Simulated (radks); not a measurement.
Excited configurations of Au: one electron is placed in a higher orbital outside [Xe] 4f14 5d10. The ground configuration is [Xe] 4f14 5d10 6s1. All-electron calculation, scalar-relativistic Kohn-Sham, PBEsol, spin-polarised, spherical densities, finite nucleus; open shells are filled with parallel spins first (spin-orbit coupling, left out, can overturn this in heavy ions); Fermi nuclear charge, rms radius 5.4371 fm. Program: a radial shooting solver on a logarithmic mesh with Libxc functionals. Excitation = E - E(ground); binding = E(ion) - E, where the ion is the core of charge +1; n* = 1/sqrt(2 binding) in atomic units, and the quantum defect is n - n*.

5f: excitation (eV) 8.679; binding (eV) 0.945; n* 3.794; quantum defect 1.206; eigenvalue (eV) -0.467
6p: excitation (eV) 5.358; binding (eV) 4.266; n* 1.786; quantum defect 4.214; eigenvalue (eV) -2.044
6f: excitation (eV) 8.970; binding (eV) 0.654; n* 4.562; quantum defect 1.438; eigenvalue (eV) -0.390
7d: excitation (eV) 8.624; binding (eV) 1.000; n* 3.689; quantum defect 3.311; eigenvalue (eV) -0.581
7f: excitation (eV) 9.149; binding (eV) 0.475; n* 5.352; quantum defect 1.648; eigenvalue (eV) -0.305

The Delta-SCF ionisation energy is 9.624 eV (NIST Atomic Spectra Database: 9.226 eV, measured). Self-interaction in the functional shifts the binding energies and quantum defects, so they are the method's values and not measured ones.
